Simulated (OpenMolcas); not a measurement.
**Mn4+, Tc4+, Re4+: d³ down the group**

```yaml
Program: OpenMolcas 26.06
Method: MS-CASPT2, IPEA 0.25 Eh, imaginary shift 0.1 Eh
Basis: ANO-RCC-VTZP
Scalar_Hamiltonian: DKH2, point nucleus
Spin-orbit_coupling: RASSI with atomic mean-field integrals over the reference wave functions, term energies averaged over their components
```

Active space for each ion: 3 electrons in 5 orbitals (d); closed shells correlated by CASPT2: Mn4+ 3s 3p; Tc4+ 4s 4p; Re4+ 5s 5p.

Computed levels in cm-1 above ⁴F_3/2:

| Level | Mn4+ | Tc4+ | Re4+ |
| --- | --- | --- | --- |
| ⁴F_5/2 | 374 | 1064 | 4910 |
| ⁴F_7/2 | 881 | 2380 | 9100 |
| ⁴F_9/2 | 1506 | 3840 | 12140 |
| ⁴P_1/2 | 17160 | 12290 | 14870 |
| ⁴P_5/2 | 17760 | 13980 | 21550 |
| ²G_7/2 | 18110 | 14010 | 19570 |
| ²G_9/2 | 18640 | 14930 | 31150 |
| ²P_1/2 | 23540 | 17440 | 24460 |
| ²D_5/2(1) | 25330 | 20500 | 29850 |
| weight of ⁴F in the lowest level (%) | 100 | 98 | 85 |

Mixed levels, with the weight of the term that names them: Re4+ ⁴F_9/2 (66 %), Re4+ ⁴P_1/2 (66 %), Re4+ ²G_9/2 (54 %), Re4+ ²P_1/2 (66 %).

Measured, with the error of the calculation in %. Measured levels: Mn4+ from Corliss and Sugar, J. Phys. Chem. Ref. Data 6, 1253 (1977); Re4+ from the list in Brasseur, Gamrath and Quinet, At. Data Nucl. Data Tables 157, 101636 (2024).

| Level | Mn4+ | Re4+ |
| --- | --- | --- |
| ⁴F_5/2 | 359 (+4.2) | 4853 (+1.1) |
| ⁴F_7/2 | 835 (+5.5) | 8973 (+1.4) |
| ⁴F_9/2 | 1412 (+6.6) | 11914 (+1.9) |
| ⁴P_1/2 | 16434 (+4.4) | 14325 (+3.8) |
| ⁴P_5/2 | 17049 (+4.2) | 20922 (+3.0) |
| ²G_7/2 | 17892 (+1.2) | 19013 (+2.9) |
| ²G_9/2 | 18399 (+1.3) |  |
| ²P_1/2 | 23082 (+2.0) | 23669 (+3.4) |
| ²D_5/2(1) | 24630 (+2.8) | 28739 (+3.9) |

The fine-structure level ⁴F_9/2 changes by a factor of 8.06 from Mn4+ to Re4+.

Without spin-orbit coupling ⁴P lies 16670, 11120, 10850 cm-1 above ⁴F in that order; the difference to the level ⁴P_1/2, of either sign, comes from spin-orbit coupling, which also lowers the zero.

Term energies are means over components that CASPT2 splits; among the terms shown or strongly mixed into the levels shown the widest spread is 860 cm-1 (3d³ ⁴F, Mn4+). Computed and measured levels are paired by configuration, term and J; levels that our copy of the source lacks, or whose pairing is in doubt (as where it misses far off the trend of its configuration), stay unpaired and out of the deviations. Only configurations of the active space appear.

A number in round brackets counts repeated terms of one configuration in the order of the reference energies.
